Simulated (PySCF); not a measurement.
# Spinor energies of Sn⁺ (tin, charge +1)

Start: [Kr] 4d10 5s2 5p1; 5p1/2 filled at m_j = +1/2. Calculated with PySCF 2.14 in x2c-SVPall-2c (6s8p4d, 50 functions): generalised Hartree-Fock with the X2C-1e Hamiltonian and a Gaussian nucleus; one run each with spin-orbit coupling (SO) switched off, then screened by Boettger's factors.

```
spinor shell  electrons  ε, spin-free (eV)  ε, screened SO (eV)  weight of nominal j (screened SO)  rms radius, screened SO (bohr)
       1s1/2          2           -29350.3             -29347.5                              1.000                          0.0333
       2s1/2          2            -4529.4              -4528.5                              1.000                           0.136
       2p1/2          2            -4060.9              -4221.0                              1.000                           0.118
       2p3/2          4            -4060.9              -3987.6                              1.000                           0.123
       3s1/2          2            -920.23              -919.86                              1.000                           0.361
       3p1/2          2            -763.10              -793.10                              1.000                           0.354
       3p3/2          4            -763.10              -749.05                              1.000                           0.366
       3d3/2          4            -521.64              -526.64                              1.000                           0.340
       3d5/2          6            -521.64              -517.84                              1.000                           0.343
       4s1/2          2            -168.21              -168.00                              1.000                           0.872
       4p1/2          2            -118.24              -123.56                              1.000                           0.931
       4p3/2          4            -118.24              -115.54                              1.000                           0.958
       4d3/2          4            -43.680              -44.182                              1.000                            1.18
       4d5/2          6            -43.680              -43.047                              1.000                            1.19
       5s1/2          2            -20.981              -20.887                              0.997                            2.54
       5p1/2          1            -14.054              -14.420                              0.993                            3.11
```

```json
{"quantity": "E (hartree)", "spin-free": "-6172.16589", "screened SO": "-6173.60667"}
{"quantity": "M_J", "spin-free": "1/2", "screened SO": "1/2"}
{"quantity": "⟨J²⟩", "spin-free": "1.057", "screened SO": "0.784"}
{"quantity": "⟨L²⟩", "spin-free": "2.039", "screened SO": "2.052"}
{"quantity": "⟨S²⟩", "spin-free": "0.763", "screened SO": "0.777"}
```

Each row is a mean over spinors that exchange with the open shell spreads, by up to 0.382 eV (4p1/2).

Breit and QED terms are absent; they matter most for the inner s and p1/2 levels.

Densities and radii are taken from the X2C orbitals without a picture-change correction, which distorts them close to the nucleus.

Without spin-orbit coupling the j labels of p, d and f shells carry no meaning; the spin-free column gives the mean over the occupied spinors of each nl shell, and its ⟨J²⟩ belongs to a mixture of degenerate components.
